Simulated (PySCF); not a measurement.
W(O)(NH)(OH)(NH2) (H4N2O2W), SMILES [O]=[W]([OH])(=[NH])[NH2], multiplicity 1.

Coordinates come from a PBE0-D3(BJ)/def2-SVP optimisation. The spin state was assumed, not searched. The structure was generated by enumeration; whether it is a known compound was not checked. The def2 effective core potentials stand for the cores of W; spin–orbit coupling is left out. One conformer was computed; it need not be the lowest.

Two levels are set side by side: TDA-PBE/def2-SVPD (PySCF) and TDA-PBE0/def2-SVPD (PySCF). Vertical, same geometry. The lowest singlet is HOMO→LUMO 88 % with PBE and HOMO→LUMO 56 %, HOMO−1→LUMO 32 % with the other functional; states are paired by order. Differences are taken from unrounded values.

| quantity | TDA-PBE0 |
|---|---|
| lowest singlet excitation (eV) | 5.05 |
| lowest triplet excitation (TDA) (eV) | 4.49 |

**Question.** What does TDA-PBE give, and how far is it from TDA-PBE0? (An estimate is asked for; the answer gives what the named calculation found.)

**Answer.** 
```tsv
quantity	TDA-PBE	TDA-PBE minus TDA-PBE0
lowest singlet excitation (eV)	4.77	-0.27
lowest triplet excitation (TDA) (eV)	4.37	-0.12
```

Functionals without exact exchange tend to place singlet excitations lower, as here. Differences between two approximate levels are no errors against the true value.

Rough cost on one machine, each run with all the roots and properties that it gave: TDA-PBE0 against TDA-PBE about 2 times.
